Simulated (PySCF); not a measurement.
A calculated (B97-3, PySCF 2.14, x2c-QZVPPall, the spin-free X2C one-electron Hamiltonian (Gaussian nucleus)) atom or ion has these occupied shells.

```
shell  electrons  orbital energy (eV)  rms radius, mean of both spins (bohr)
 1s α          1             -15996.9                                 0.0451
 1s β          1             -15996.9                                 0.0451
 2s α          1              -2192.1                                  0.187
 2s β          1              -2192.1                                  0.187
 2p α          3              -1947.1                                  0.166
 2p β          3              -1947.1                                  0.166
 3s α          1              -353.72                                  0.526
 3s β          1              -353.70                                  0.526
 3p α          3              -274.00                                  0.537
 3p β          3              -273.98                                  0.537
 3d α          5              -142.40                                  0.549
 3d β          5              -142.38                                  0.549
 4s α          1              -51.905                                   1.45
 4s β          1              -51.834                                   1.45
 4p α          3              -32.407                                   1.66
 4p β          3              -32.359                                   1.66
 5p α          1               -6.813                                   5.11
```

**Question.** Name the element and its charge.

**Answer.** Sr⁺ (strontium, charge +1), in [Kr] 5p1, 2P determinant (an excited configuration).
